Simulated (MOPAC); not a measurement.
A run for MOPAC: PM3 on C2H6BCl (SMILES CB(C)Cl), a point of a torsion scan.

```
PM3 1SCF PRECISE CHARGE=0 THREADS=1
C2H6BCl

C     -1.30860895 1    -0.41975064 1     0.05330320 1
B     -0.09001397 1     0.50364483 1     0.45097675 1
C     -0.28086404 1     2.03713181 1     0.78114582 1
Cl     1.48352762 1    -0.16930287 1     0.52321332 1
H     -1.84218049 1    -0.72317697 1     0.95476334 1
H     -1.01630601 1    -1.33143548 1    -0.46156350 1
H     -2.03498196 1     0.10444501 1    -0.56399428 1
H      0.40970204 1     2.39870098 1     1.53971228 1
H     -0.08383571 1     2.62710379 1    -0.11483627 1
H     -1.29299216 1     2.27834902 1     1.09590941 1
```

Program output:

```
*******************************************************************************
 **                                                                           **
 **                              MOPAC v23.2.5                                **
 **                                                                           **
 *******************************************************************************
 ** MOPAC's Digital Object Identifier: https://doi.org/10.5281/zenodo.6511958 **
 **                                                                           **
 ** Please cite the open-source release paper for use of this MOPAC version:  **
 ** J. E. Moussa and J. J. P. Stewart (2026)                                  **
 ** MOPAC: An open-source semiempirical molecular orbital program             **
 ** J. Open Source Softw., 11(119), 8025, https://doi.org/10.21105/joss.08025 **
 *******************************************************************************

                              PM3 CALCULATION RESULTS

 *******************************************************************************
 *  PM3        - The PM3 Hamiltonian to be used
 *
 *
 *
 *                 CHARGE ON SYSTEM = 0
 *
 *
 *
 *  PRECISE    - TIGHTER CRITERIA TO BE USED
 *  1SCF       - DO 1 SCF AND THEN STOP
 *  THREADS=1  - MULTI-THREADING NOT USED
 *  T=         - A TIME OF 172800.0 SECONDS REQUESTED
 *  DUMP=N     - RESTART FILE WRITTEN EVERY 7200.0 SECONDS REQUESTED
 *******************************************************************************
PM3 1SCF PRECISE CHARGE=0 THREADS=1
 C2H6BCl

   ATOM   CHEMICAL          X               Y               Z
  NUMBER   SYMBOL      (ANGSTROMS)     (ANGSTROMS)     (ANGSTROMS)

     1       C         -1.30860895  *  -0.41975064  *   0.05330320  *
     2       B         -0.09001397  *   0.50364483  *   0.45097675  *
     3       C         -0.28086404  *   2.03713181  *   0.78114582  *
     4      Cl          1.48352762  *  -0.16930287  *   0.52321332  *
     5       H         -1.84218049  *  -0.72317697  *   0.95476334  *
     6       H         -1.01630601  *  -1.33143548  *  -0.46156350  *
     7       H         -2.03498196  *   0.10444501  *  -0.56399428  *
     8       H          0.40970204  *   2.39870098  *   1.53971228  *
     9       H         -0.08383571  *   2.62710379  *  -0.11483627  *
    10       H         -1.29299216  *   2.27834902  *   1.09590941  *



          CARTESIAN COORDINATES

    NO.       ATOM           X           Y           Z

     1         C         -1.3086     -0.4198      0.0533
     2         B         -0.0900      0.5036      0.4510
     3         C         -0.2809      2.0371      0.7811
     4        Cl          1.4835     -0.1693      0.5232
     5         H         -1.8422     -0.7232      0.9548
     6         H         -1.0163     -1.3314     -0.4616
     7         H         -2.0350      0.1044     -0.5640
     8         H          0.4097      2.3987      1.5397
     9         H         -0.0838      2.6271     -0.1148
    10         H         -1.2930      2.2783      1.0959

  H: (PM3): J. J. P. STEWART, J. COMP. CHEM. 10, 209 (1989).
  B: (PM3): J. J. P. STEWART, J. MOL. MOD., 10, 155-164 (2004)
  C: (PM3): J. J. P. STEWART, J. COMP. CHEM. 10, 209 (1989).
 Cl: (PM3): J. J. P. STEWART, J. COMP. CHEM. 10, 209 (1989).

           Empirical Formula: C2 H6 B Cl  =    10 atoms



      MOLECULAR POINT GROUP   :   C1


      RHF CALCULATION, NO. OF DOUBLY OCCUPIED LEVELS = 12


 -------------------------------------------------------------------------------
 PM3 1SCF PRECISE CHARGE=0 THREADS=1
 C2H6BCl



     1SCF WAS SPECIFIED, SO BFGS WAS NOT USED
     SCF FIELD WAS ACHIEVED


                              PM3 CALCULATION
                                                       MOPAC v23.2.5 Linux




          FINAL HEAT OF FORMATION =        -47.98785 KCAL/MOL =    -200.78117 KJ/MOL


          COSMO AREA              =        115.85 SQUARE ANGSTROMS
          COSMO VOLUME            =        101.76 CUBIC ANGSTROMS

          IONIZATION POTENTIAL    =         10.197398 EV
          HOMO LUMO ENERGIES (EV) =        -10.197  0.479
          NO. OF FILLED LEVELS    =         12
          MOLECULAR WEIGHT        =         76.3324         POINT GROUP:  C1

          MOLECULAR DIMENSIONS (Angstroms)

            Atom       Atom       Distance
            H     8    H     6     4.46682
            H    10   Cl     4     3.46816
            H     9    H     5     2.64787


          SCF CALCULATIONS        =          1





   ATOM   CHEMICAL          X               Y               Z
  NUMBER   SYMBOL      (ANGSTROMS)     (ANGSTROMS)     (ANGSTROMS)

     1       C         -1.30860895  *  -0.41975064  *   0.05330320  *
     2       B         -0.09001397  *   0.50364483  *   0.45097675  *
     3       C         -0.28086404  *   2.03713181  *   0.78114582  *
     4      Cl          1.48352762  *  -0.16930287  *   0.52321332  *
     5       H         -1.84218049  *  -0.72317697  *   0.95476334  *
     6       H         -1.01630601  *  -1.33143548  *  -0.46156350  *
     7       H         -2.03498196  *   0.10444501  *  -0.56399428  *
     8       H          0.40970204  *   2.39870098  *   1.53971228  *
     9       H         -0.08383571  *   2.62710379  *  -0.11483627  *
    10       H         -1.29299216  *   2.27834902  *   1.09590941  *

                             CARTESIAN COORDINATES

   1    C       -1.308608950    -0.419750640     0.053303200
   2    B       -0.090013970     0.503644830     0.450976750
   3    C       -0.280864040     2.037131810     0.781145820
   4   Cl        1.483527620    -0.169302870     0.523213320
   5    H       -1.842180490    -0.723176970     0.954763340
   6    H       -1.016306010    -1.331435480    -0.461563500
   7    H       -2.034981960     0.104445010    -0.563994280
   8    H        0.409702040     2.398700980     1.539712280
   9    H       -0.083835710     2.627103790    -0.114836270
  10    H       -1.292992160     2.278349020     1.095909410


           Empirical Formula: C2 H6 B Cl  =    10 atoms



      MOLECULAR POINT GROUP   :   C1


                  EIGENVALUES
 -55.74949 -32.45173 -28.78331 -17.51320 -15.07409 -14.91335 -14.29089 -13.35396
 -12.55618 -11.91227 -10.96626 -10.19740   0.47903   2.47486   3.30697   3.52963
   4.23901   4.35326   4.40678   4.52611   4.56461   4.75535


              NET ATOMIC CHARGES AND DIPOLE CONTRIBUTIONS

  ATOM NO.   TYPE          CHARGE      No. of ELECS.   s-Pop       p-Pop
    1          C          -0.161857        4.1619     1.11262     3.04923
    2          B          -0.142907        3.1429     1.10786     2.03505
    3          C          -0.163453        4.1635     1.11274     3.05071
    4         Cl           0.041511        6.9585     1.95447     5.00402
    5          H           0.079106        0.9209     0.92089
    6          H           0.064118        0.9359     0.93588
    7          H           0.070441        0.9296     0.92956
    8          H           0.067631        0.9324     0.93237
    9          H           0.078904        0.9211     0.92110
   10          H           0.066506        0.9335     0.93349
 DIPOLE           X         Y         Z       TOTAL
 POINT-CHG.    -0.418     0.201    -0.023     0.464
 HYBRID        -0.481     0.227    -0.022     0.533
 SUM           -0.899     0.427    -0.045     0.997


          ATOMIC ORBITAL ELECTRON POPULATIONS

     Atom    s        px        py        pz
    1  C   1.11262   1.01448   1.01872   1.01604
    2  B   1.10786   0.76580   0.85336   0.41588
    3  C   1.11274   1.02940   1.00405   1.01727
    4 Cl   1.95447   1.37352   1.84722   1.78328
    5  H   0.92089
    6  H   0.93588
    7  H   0.92956
    8  H   0.93237
    9  H   0.92110
   10  H   0.93349

 **********************
 *                    *
 * JOB ENDED NORMALLY *
 *                    *
 **********************




 == MOPAC DONE ==
```

The run finished.

Cost: about 0.05 core-seconds (a rough figure).
